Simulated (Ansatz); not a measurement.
Geometry optimisation, RKS B3LYP/def2-SVP (Ansatz 0.2.0).

The input (input.yaml):

```yaml
crystal:
  periodic: [false, false, false]
  atoms:
    - { symbol: C, position_ang: [-0.5385, 0.4979, -0.5597] }
    - { symbol: C, position_ang: [0.2934, -0.6472, -0.2205] }
    - { symbol: Ge, position_ang: [1.4323, -0.2018, 1.2638] }
    - { symbol: H, position_ang: [-1.1711, 0.2872, -1.4287] }
    - { symbol: H, position_ang: [0.0403, 1.4068, -0.8787] }
    - { symbol: H, position_ang: [-1.2226, 0.8342, 0.2955] }
    - { symbol: H, position_ang: [0.9471, -0.9173, -1.0924] }
    - { symbol: H, position_ang: [-0.298, -1.4954, 0.0526] }
    - { symbol: H, position_ang: [2.96308, -0.31755, 0.89421] }
basis:
  gaussian: { orbitals: def2-SVP }
hamiltonian:
  xc: b3lyp
relax:
  f_tol: 0.015
  max_steps: 40
```

Launched with:

```bash
$ ansatz run input.yaml --threads 1 --pin off --max-ram 2048MiB --backend cpu --events-out ev --progress --plain --runs-dir out
```

Question: Where does it end, and by what steps?

Answer: The forces met the threshold. After 11 steps the energy has fallen by 0.550 eV; H9 moved furthest, 0.93 Å.

| step | energy less start (eV) | largest force component (eV/Å) | accepted |
| --- | --- | --- | --- |
| 0 | 0.0000 | 2.779 | yes |
| 1 | -0.4069 | 1.051 | yes |
| 2 | -0.4632 | 0.351 | yes |
| 3 | -0.4694 | 0.050 | yes |
| 4 | -0.4740 | 0.200 | yes |
| 5 | -0.4832 | 0.242 | yes |
| 6 | -0.5022 | 0.403 | yes |
| 7 | -0.5347 | 0.156 | yes |
| 8 | -0.5464 | 0.084 | yes |
| 9 | -0.5492 | 0.059 | yes |
| 10 | -0.5499 | 0.017 | yes |
| 11 | -0.5500 | 0.010 | yes |

```xyz
9
Properties=species:S:1:pos:R:3
C -0.663 0.534 -0.606
C 0.473 -0.426 -0.247
Ge 1.721 0.177 1.218
H -1.308 0.135 -1.407
H -0.278 1.508 -0.953
H -1.312 0.739 0.262
H 1.109 -0.652 -1.125
H 0.086 -1.415 0.069
H 2.619 -1.154 1.114
```

Whether the end is a true minimum wasn't checked by a vibrational analysis.

The run took 63 s on 1 thread of Intel(R) Xeon(R) Processor @ 2.70GHz, with other jobs on the host, peak memory 0.19 GiB.
